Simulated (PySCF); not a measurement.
## How methods differ on the excitation energy of Pt²⁺

Pt²⁺ [Xe] 4f14 5d8 (3F) → Pt²⁺ [Xe] 4f14 5d7 6p1 (high-spin determinant), as a difference of total energies. Calculation: PySCF 2.14, in aug-cc-pVTZ-PP with ECP60MDF (6s6p5d3f2g, 88 functions); scalar relativity through the core potential. Correlated levels: valence: 5s2 5p6 frozen. The calculations carry no spin-orbit coupling.

| method | excitation energy (eV) |
| --- | --- |
| UHF | 10.383 |
| MP2 (valence) | 11.218 |
| SCS-MP2 (valence) | 11.504 |
| CCSD (valence) | 11.057 |
| CCSD(T) (valence) | 11.072 |

Q: How much does correlation contribute at CCSD(T) (valence)?

A: 11.072 − (10.383) = 0.689 eV, measured against UHF.

The determinant of the upper state mixes LS terms, which raises its energy above the lowest term, most at the Hartree-Fock and MP2 levels.
